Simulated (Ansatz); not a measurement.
Z-matrix (Å, degrees):
```
In
Br 1 2.454
Br 1 2.454 2 113.1
H 1 1.698 2 123.4 3 180.0
```

Total charge 0; spin multiplicity 1. In takes the def2 core potential.

(1) List the ωB97M-V/def2-TZVPP orbital energies in eV (Ansatz). (Best estimate.)

## Answers

(1) Computed: Occupied: -13156.67, -13156.67, -1708.99, -1708.99, -1537.18, -1537.18, -1537.14, -1537.14, -1537.13, -1537.13, -241.83, -241.83, -181.50, -181.50, -181.35, -181.34, -181.32, -181.32, -132.67, -89.10, -88.88, -88.82, -74.87, -74.87, -74.83, -74.83, -74.81, -74.81, -74.69, -74.69, -74.69, -74.69, -25.76, -25.73, -25.43, -25.42, -25.36, -23.86, -23.45, -15.06, -12.11, -11.77, -11.16, -10.73, -10.62, -10.55. Lowest empty: -0.47, -0.06, 1.22, 2.03, 2.36, 3.77, 3.97, 4.25.
